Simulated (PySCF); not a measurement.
C4H7FO, SMILES COC1(F)CC1. Geometry: PBE-D3(BJ)/def2-SVP. One conformer was computed; it need not be the lowest.

Q: Give the equilibrium geometry at PBE-D3(BJ)/def2-SVP (PySCF confirms it by a frequency run) as bond lengths and angles. (An estimate is asked for; the answer gives what the named calculation found.)

A: This is not unique; one that fits is 
Atoms: C1 O2 C3 F4 C5 C6 H7 H8 H9 H10 H11 H12 H13. Bonded distances (Å): C1–O2 1.425, C1–H7 1.114, C1–H8 1.106, C1–H9 1.111, O2–C3 1.368, C3–F4 1.383, C3–C5 1.501, C3–C6 1.486, C5–C6 1.539, C5–H10 1.101, C5–H11 1.101, C6–H12 1.100, C6–H13 1.100. Angles (°): O2–C1–H7 111.4, O2–C1–H8 107.0, O2–C1–H9 111.3, H7–C1–H8 109.2, H7–C1–H9 108.6, H8–C1–H9 109.2, C1–O2–C3 113.8, O2–C3–F4 112.6, O2–C3–C5 121.7, O2–C3–C6 118.4, F4–C3–C5 116.2, F4–C3–C6 117.3, C5–C3–C6 62.0, C3–C5–C6 58.5, C3–C5–H10 117.8, C3–C5–H11 117.9, C6–C5–H10 117.5, C6–C5–H11 117.7, H10–C5–H11 115.5, C3–C6–C5 59.5, C3–C6–H12 117.4, C3–C6–H13 117.0, C5–C6–H12 118.1, C5–C6–H13 117.4, H12–C6–H13 115.9.
Charge 0, spin multiplicity 1.
